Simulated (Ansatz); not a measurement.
Cost and result for the atomization energy of `CO[SiH](O)O[SiH3]` (14 atoms, 13 bonds).

```xyz
14

C     0.5142   -2.3178   -0.0289
O    -0.3995   -1.3963    0.5224
Si    0.0023    0.1044    1.0201
O    -1.3435    0.7626    1.6645
O     0.4983    1.0518   -0.1993
Si   -0.0463    2.0960   -1.3413
H     1.4195   -2.4054    0.5823
H     0.8045   -2.0250   -1.0428
H     0.0314   -3.2951   -0.0728
H     1.1216    0.0314    1.9811
H    -2.0102    0.1602    1.9964
H    -1.3349    1.6266   -1.9128
H    -0.2316    3.4458   -0.7525
H     0.9743    2.1608   -2.4165
```

The species carries charge 0 and has multiplicity 1. Geometry: relaxed with PBE0-D4/def2-TZVP. It is one conformer, not always the lowest. Program: Ansatz. All runs use 2 threads of an AMD EPYC 7R13 on a shared host and a share of an NVIDIA H100 80 GB. Times are those of one run each, without the atoms' runs, and a repeat can differ threefold. Electronic energies, without spin–orbit coupling; frozen cores. CCSD(T)/CBS adds CCSD(T) − MP2 in def2-TZVPP to the MP2 limit, and its time is that of the two runs behind it. T1 = 0.011. B3LYP takes the VWN-RPA correlation (the form of Gaussian; ORCA's B3LYP/G).

CCSD(T)/CBS is a level of theory with its own doubt, some kJ/mol a heavy atom from the limit and from the frozen cores, so smaller differences don't rank the functionals.

| level | functions | wall time | atomization (kcal/mol) | difference from CCSD(T)/CBS | per bond |
| --- | --- | --- | --- | --- | --- |
| r2SCAN-D4/def2-TZVPP (with forces) | 320 | 6 s | 1268.0 | -6.5 | -0.5 |
| B2PLYP/def2-TZVPP | 320 | 6 s | 1254.4 | -20.1 | -1.6 |
| PBE0-D4/def2-TZVPP | 320 | 7.5 s | 1252.1 | -22.4 | -1.7 |
| PBE-D4/def2-TZVPP (with forces) | 320 | 8.5 s | 1271.5 | -3.0 | -0.2 |
| B3LYP-D4/def2-TZVPP (with forces) | 320 | 8.5 s | 1264.5 | -10.0 | -0.8 |
| ωB97X-V/def2-TZVPP | 320 | 8.5 s | 1272.6 | -1.9 | -0.2 |
| MP2/def2-QZVPP | 608 | 10 s | 1282.5 | 8.0 | 0.6 |
| ωB97M-V/def2-TZVPP (with forces) | 320 | 13 s | 1271.6 | -2.9 | -0.2 |
| CCSD(T)/def2-TZVPP | 320 | 14 s | 1238.4 | -36.1 | -2.8 |
| CCSD(T)/CBS(def2) | – | 24 s | 1274.5 | 0.0 | 0.0 |

The D4 term adds +11.6 kcal/mol with B3LYP and +6.2 kcal/mol with PBE0; it sums over pairs of atoms, weighted by their polarisabilities, and B3LYP, whose exchange is more repulsive, gets the larger term. In def2-TZVPP, CCSD(T) changes the Hartree–Fock value by +305.3 kcal/mol (the triples alone add +15.7 kcal/mol) and MP2 by +327.5 kcal/mol; breaking electron pairs costs correlation energy, which Hartree–Fock lacks. From PBE to PBE0 (25 % exact exchange), in def2-TZVPP and without D4, the atomization energy moves by −18.3 kcal/mol: exact exchange takes away binding that semilocal exchange gives to molecules.
